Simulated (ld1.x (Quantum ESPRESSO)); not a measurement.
# Configuration tests for Sn (Z = 50) (PAW)

Sn, PAW, made with ld1.x (Quantum ESPRESSO) 7.5 (LDA (PZ), scalar-relativistic). Core [Kr] 4d10, reference 5s1.5 5p2.5. Waves: 5s (bound): rcut 1.65, rcutus 2.25 bohr; 5s channel at -0.3 Ry: rcut 1.65, rcutus 2.25 bohr; 5p (bound): rcut 2.55, rcutus 2.75 bohr; 5p channel at 0.1 Ry: rcut 2.55, rcutus 2.75 bohr; 5d channel at 0.5 Ry: rcut 2.10, rcutus 2.85 bohr. Local part: all-electron potential smoothed inside 2.05 bohr (lloc = -1). Core correction: Bessel-smoothed model core inside 2.35 bohr. Augmentation charge: PSQ, inside the norm-conserving radii.

Energies are relative to the spin-unpolarised reference configuration 5s1.5 5p2.5; without spin polarisation the order of configurations can differ from experiment. Spin-polarised rows fill each open shell by Hund’s rule, majority spin first.

Question: Give the all-electron excitation energy and the error of the potential for: 5s2 5p2; 5s2 5p1; 5s2 5p0; 5s2 5p2.3; 5s2 5p1.5; 5s0 5p4; 5s1 5p2; 5s1.5 5p2.5 (spin-polarised); 5s2 5p2 (spin-polarised).

Answer:

```csv
valence configuration,charge,ΔE all-electron (eV),error AE − PS (meV)
5s2 5p2,0,-3.504,-2.8
5s2 5p1,+1,3.594,-3.7
5s2 5p0,+2,17.858,-51
5s2 5p2.3,-0.3,-4.403,-4.1
5s2 5p1.5,+0.5,-0.788,-1.0
5s0 5p4,0,10.896,-27
5s1 5p2,+1,11.328,-24
5s1.5 5p2.5 (spin-polarised),0,-1.107,-14
5s2 5p2 (spin-polarised),0,-3.979,-6.9
```
